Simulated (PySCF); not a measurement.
# Potential energy of InCl along the bond

Set-up: PySCF, scalar-relativistic core potentials, basis sets In cc-pVDZ-PP with ECP28, Cl cc-pV(D+d)Z. Energies in eV from In + Cl in their ground configurations at the same level. State: ¹Σ⁺ (singlet), closed shell.

All columns are r²SCAN. A positive dipole means In(−)Cl(+).

```tsv
R (Å)	E (eV)	μ (D)	Mulliken charge on In (basis-dependent)	HOMO (eV)	LUMO (eV)	Mayer bond order	⟨S²⟩
2.103	-3.697	-1.14	0.30	-6.06	-1.86	1.15	0.00
2.200	-4.200	-1.83	0.34	-6.26	-1.99	1.10	0.00
2.298	-4.471	-2.51	0.38	-6.42	-2.11	1.05	0.00
2.372	-4.565	-3.02	0.41	-6.51	-2.20	1.01	0.00
2.445	-4.590	-3.53	0.43	-6.58	-2.29	0.98	0.00
2.518	-4.564	-4.02	0.45	-6.61	-2.39	0.95	0.00
2.616	-4.470	-4.66	0.48	-6.61	-2.51	0.91	0.00
2.738	-4.291	-5.44	0.50	-6.34	-2.66	0.87	0.00
2.885	-4.026	-6.33	0.53	-6.01	-2.83	0.84	0.00
3.081	-3.640	-7.43	0.55	-5.63	-3.05	0.80	0.00
```

A fit through these points gives, at Re = 2.441 Å, μ = -3.50 D and dμ/dR = -6.81 D/Å; the reduced mass is 26.81 u.

Task: How strong is the fundamental in the double-harmonic approximation, I = 42.26·(dμ/dR)²/μred km/mol?

Result: I = 42.26·(-6.81)²/26.81 = 73.1 km/mol at r²SCAN.

These are scalar-relativistic numbers at best; spin–orbit coupling would shift them, the dissociation energy most.
